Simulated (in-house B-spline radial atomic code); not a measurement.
Results of a calculation; reference values are marked as such.
## Making a Troullier-Martins p channel for Ni, r_c = 0.74 bohr

Ni, [Ar] 3d8 4s2, non-relativistic PBE, spherical and spin-unpolarised, from an all-electron radial atomic-structure program (B-spline basis) (atomic units). The all-electron 3p level is ε = -2.598559 hartree, its outermost node lies just inside 0.28 bohr and its outer maximum at 0.65 bohr.

Inside r_c the pseudo-orbital is u(r) = r^2 exp(p(r)), with p = c0 + c2 r² + c4 r⁴ + … + c12 r¹². The seven coefficients follow from p and its first four derivatives at r_c, from zero curvature of the screened potential at the origin, c4 = −c2²/(2l + 5), and from the norm inside r_c. At r_c the all-electron orbital has P = 1.183301, P' = -0.7441784, the screened potential V = -7.004842, V' = 21.61916, V'' = -87.54911, and the norm inside is Q = 0.4973797.

Problem. What are p, p' and p'' at r_c?

Solution. p = ln(P/r_c^2) = ln(1.183301/0.5476) = 0.77052. p' = P'/P − 2/r_c = -0.62890 − 2.70270 = -3.33160. The radial equation gives p'' = 2(V − ε) − 2(2) p'/r_c − p'² = -8.81257 − (-18.00866) − 11.09958 = -1.90348. Differentiating, p''' = 2V' + 2(2)p'/r_c² − 2(2)p''/r_c − 2p'p'' = 16.508, and p'''' = 2V'' − 4(2)p'/r_c³ + 4(2)p''/r_c² − 2(2)p'''/r_c − 2p''² − 2p'p''' = -123.62.

For a trial c2 the five matching conditions are linear in c0, c6, c8, c10 and c12, and c2 is varied until the norm inside r_c equals Q. The root nearest zero gives:

```json
{"n": "0", "c_n": "1.912887"}
{"n": "2", "c_n": "-1.442278"}
{"n": "4", "c_n": "-0.2971665"}
{"n": "6", "c_n": "-9.774312"}
{"n": "8", "c_n": "27.28436"}
{"n": "10", "c_n": "-28.59267"}
{"n": "12", "c_n": "10.97927"}
```

Problem. Check c4 and p(r_c), and find the screened pseudopotential at the origin.

Solution. −c2²/7 = -0.297166, as listed. The terms c_n r_c^n are 1.91289, -0.78979, -0.08911, -1.60501, 2.45340, -1.40790, 0.29604, which sum to 0.77052. Inverting the radial equation, V_l(r) = ε + 2 p'/r + (p'' + p'²)/2, so V_l(0) = ε + (2l + 3) c2 = -2.598559 + 5 × (-1.44228) = -9.8099 hartree, finite where the all-electron potential diverges.

Orbitals and screened potentials:

```json
{"r (bohr)": "0.074", "P": "-0.4715", "u": "0.03679", "V all-electron": "-290.3", "V pseudo": "-9.818"}
{"r (bohr)": "0.185", "P": "-0.5095", "u": "0.2205", "V all-electron": "-85.37", "V pseudo": "-10.06"}
{"r (bohr)": "0.296", "P": "0.1457", "u": "0.5191", "V all-electron": "-41.12", "V pseudo": "-11.02"}
{"r (bohr)": "0.407", "P": "0.754", "u": "0.8528", "V all-electron": "-23.56", "V pseudo": "-12.3"}
{"r (bohr)": "0.518", "P": "1.102", "u": "1.112", "V all-electron": "-15.02", "V pseudo": "-12.27"}
{"r (bohr)": "0.629", "P": "1.217", "u": "1.217", "V all-electron": "-10.05", "V pseudo": "-9.921"}
{"r (bohr)": "0.74", "P": "1.183", "u": "1.183", "V all-electron": "-7.005", "V pseudo": "-7.005"}
```

Logarithmic derivatives P'/P at R = 1.04 bohr, for energies E around ε:

| E − ε (hartree) | all-electron | pseudo |
| --- | --- | --- |
| -0.5 | -0.583388 | -0.583934 |
| -0.25 | -1.03283 | -1.03298 |
| -0.1 | -1.34327 | -1.34327 |
| 0 | -1.57105 | -1.57102 |
| 0.1 | -1.81824 | -1.81825 |
| 0.25 | -2.23194 | -2.2322 |
| 0.5 | -3.06931 | -3.07093 |

Problem. With P(R) = 0.8275079 and a norm of 0.8116184 inside R, what slope in energy does norm conservation fix?

Solution. d(P'/P)/dE = −2 × (norm inside R)/P(R)² = -2.3705 per hartree·bohr at E = ε, for both atoms, since orbital and norm agree at R. Differences over ±0.1 hartree give -2.3749 (all-electron) and -2.3749 (pseudo), which also hold third-order terms. Half a hartree below ε the two curves differ by -0.0005.
